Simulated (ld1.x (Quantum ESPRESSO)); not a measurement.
**Transferability test, TM potential for nitrogen**

nitrogen, norm-conserving Troullier–Martins (Kleinman–Bylander form), made with ld1.x (Quantum ESPRESSO) 7.5 (PBEsol, scalar-relativistic). Core [He], reference 2s2 2p3. Waves: 2s (bound): rc 0.85 bohr; 3d channel at 0.3 Ry: rc 2.35 bohr; 2p (bound): rc 2.40 bohr. Local part: the p channel. Core correction: Bessel-smoothed model core inside 0.60 bohr.

Energies are relative to the spin-unpolarised reference configuration 2s2 2p3; without spin polarisation the order of configurations can differ from experiment.

```csv
valence configuration,charge,ΔE all-electron (eV),error AE − PS (meV)
2s2 2p2,+1,13.521,+47
2s2 2p1,+2,42.258,+649
2s2 2p0,+3,89.143,+2848
2s2 2p3.3,-0.3,-1.604,-2.1
2s1 2p4,0,11.434,-25
2s2 2p2.5,+0.5,5.063,+2.0
```

Question: What are ΔE and the potential's error for 2s1 2p3?

Answer: ΔE = 25.236 eV all-electron; the error (AE − PS) is -203 meV.
